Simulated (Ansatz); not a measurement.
Compare A (`C[SiH2][B](N)[AlH2]`) with its isomer B (`BC[SiH2][NH][AlH2]`).

Computed with Ansatz on PBE0-D4/def2-TZVP structures; ΔE is electronic, products minus reactants. CCSD(T)/CBS is the MP2 limit (def2-TZVPP, def2-QZVPP) plus CCSD(T) − MP2 in def2-TZVPP, frozen cores. DFT in def2-TZVPP. B3LYP here is the variant with VWN-RPA as its local correlation; programs differ in this. One conformer a species, not always the lowest.

Problem. Which is lower in electronic energy at CCSD(T)/CBS, and by how much? (Best estimate.)

Solution. Computed: B, by 19.9 kcal/mol.

Problem. Give E(B) − E(A) in kcal/mol with ωB97M-V, B3LYP-D4, B2PLYP, PBE-D4, B3LYP, CCSD(T)/def2-TZVPP, CCSD/def2-TZVPP. (An estimate is asked.)

Solution. Computed: ωB97M-V -20.3, B3LYP-D4 -18.6, B2PLYP -20.4, PBE-D4 -12.0, B3LYP -18.2, CCSD(T)/def2-TZVPP -19.4, CCSD/def2-TZVPP -20.3. None reverses the order clearly.

Largest T1 diagnostic: 0.013.

In def2-TZVPP, CCSD(T) changes the Hartree–Fock value by +6.0 kcal/mol (the triples alone add +0.9 kcal/mol) and MP2 by +2.4 kcal/mol. From PBE to PBE0 (25 % exact exchange), in def2-TZVPP and without D4, E(B) − E(A) moves by −2.7 kcal/mol.
